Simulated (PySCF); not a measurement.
## Correlation energy of Rh⁺ (rhodium, charge +1)

[Kr] 4d7 5p1, one real determinant (an excited configuration). Computed with PySCF 2.14 in ANO-RCC-VTZP (7s6p4d2f1g, 68 functions), with scalar relativity by spin-free X2C-1e. Frozen: [Ar] 3d10; 16 electrons correlated.

```csv
level,correlation energy (mhartree)
CCSD,-474.00
(T),-12.05
CCSD(T),-486.05
```

Diagnostics: T1 = 0.011, D1 = 0.0401, largest double amplitude 0.040.

Task: Is a single reference adequate?

Result: Yes, within this model without spin-orbit coupling: T1 lies below 0.03 and no double amplitude reaches 0.07.

The basis was made for the ground configuration and has no added diffuse functions, which can raise the energy of the promoted electron.

The reference is one real determinant that mixes LS terms of this configuration.
